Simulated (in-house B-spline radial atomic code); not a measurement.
Values are calculated unless marked as measured or tabulated.
## Building a PAW s channel for Cd, r_c = 2.5 bohr

Cd, [Kr] 4d10 5s2, non-relativistic LDA (VWN5), spherical and spin-unpolarised, from a B-spline radial code for spherical atoms (atomic units; all potentials screened as in the neutral atom).

Two all-electron partial waves φ1, φ2 are integrated outwards at E1 = ε(5s) = -0.204228 and E2 = E1 + 1 hartree; φ1 is the bound orbital and φ2 has unit norm inside r_c = 2.4956 bohr. Smooth partners are polynomials, r^1(a0 + a1 r² + a2 r⁴ + a3 r⁶), matched to φ and three derivatives at r_c, with no condition on the norm. The local potential is -4.20225 + (1.69961) r² + (-0.282858) r⁴ + (0.0171826) r⁶ inside 2.059 bohr and the all-electron one outside.

```json
{"wave": "1", "φ(r_c)": "0.638205", "φ'(r_c)": "-0.02618755", "a0": "0.2907686", "a1": "0.02750119", "a2": "-0.007907156", "a3": "0.000415567"}
{"wave": "2", "φ(r_c)": "0.2193179", "φ'(r_c)": "-1.75826", "a0": "1.320402", "a1": "-0.2142233", "a2": "-0.002736149", "a3": "0.0008601606"}
```

Inside r_c the overlaps are <φi φj> = [[0.37272, 0.55819], [0.55819, 1.00000]] and, for the smooth waves, [[0.45446, 0.85934], [0.85934, 2.07159]]. With χj = (Ej − T − V_local) applied to smooth wave j, the program's quadrature gives the matrix B_ij = <smooth i, χj> as [[0.36586, 1.38728], [1.08613, 4.23379]].

Problem. Check the match of the first wave, and find the augmentation charges q_ij.

Solution. At r_c the four terms are 0.72564, 0.42744, -0.76541, 0.25053, which sum to 0.6382, φ1(r_c) to rounding. q_ij is the all-electron overlap less the smooth one: [[-0.08174, -0.30114], [-0.30114, -1.07159]]. The smooth first wave has a norm of 0.4545 inside r_c against 0.3727, so q11 is negative and must stay small enough for the overlap operator to be positive.

Problem. B isn't symmetric. Show that D_ij = B_ij + Ej q_ij is.

Solution. Integrating by parts gives B12 − B21 = (E1 − E2) q12: 1.38728 − (1.08613) = 0.30115, and −1 × (-0.30114) = 0.30114. So D12 = 1.38728 + (0.795772)(-0.30114) = 1.14764 and D21 = 1.08613 + (-0.204228)(-0.30114) = 1.14763; D11 = 0.38256, D22 = 3.38105. The projectors, p = (B⁻¹)ᵀ χ, are dual to the smooth waves; det B = 0.042.

Solving (T + V_local + Σ p D p) ψ = E (1 + Σ p q p) ψ in a sphere of 9 bohr, whose wall lifts the free-atom level a little, gives these levels:

```
all-electron  one projector  two projectors
   -0.203836      -0.203836               -
    0.092119       0.078818               -
    0.441489       0.152209               -
    0.953055       0.459748               -
    1.615470       0.976476               -
```

Problem. What does the second projector gain?

Solution. With one projector the errors are 0.00, -13.30 millihartree, and the level at 0.1522 is out of step with the all-electron series: an extra state, or one far too low, so the pairing ends there; skipping it, the next levels are off by +18.3, +23.4 millihartree. With two the overlap operator is not positive, so the set fails. The lowest eigenvalue of the overlap operator is 0.584 with one and -0.008786 with two projectors. The smooth orbital alone needs a cutoff of 2.69 hartree for 1 millihartree of kinetic energy, against 7.53 for a norm-conserving Troullier-Martins orbital of the same radius, which is no gain while the set fails.
